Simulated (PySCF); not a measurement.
# How methods differ on the interval between two levels of Kr³⁺

Kr³⁺ [Ar] 3d10 4s2 4p3 [4S3/2, M_J = 3/2] → Kr³⁺ [Ar] 3d10 4s1 4p3 5s1 [6S5/2, M_J = 5/2], as a difference of total energies. All numbers are calculated (PySCF 2.14, the two-component X2C-1e Hamiltonian, in x2c-TZVPall-2c with one added diffuse shell each of s, p, d type (7s8p5d1f, 63 functions)). Correlated levels: [Ne] frozen. "Screened" scales the spin-orbit matrix elements by Boettger's factors to mimic the two-electron term; Breit and QED terms are absent.

```csv
method,interval between two levels (cm⁻¹)
GHF (spin-free),278540
GMP2 (spin-free),290920
GHF (screened spin-orbit),278730
GMP2 (screened spin-orbit),291100
```

The labels give the starting determinants; with spin-orbit coupling the two ends relaxed to ⟨J²⟩ = 3.75, ⟨L²⟩ = 0.03, ⟨S²⟩ = 3.71 and ⟨J²⟩ = 8.75, ⟨L²⟩ = 0.01, ⟨S²⟩ = 8.73.
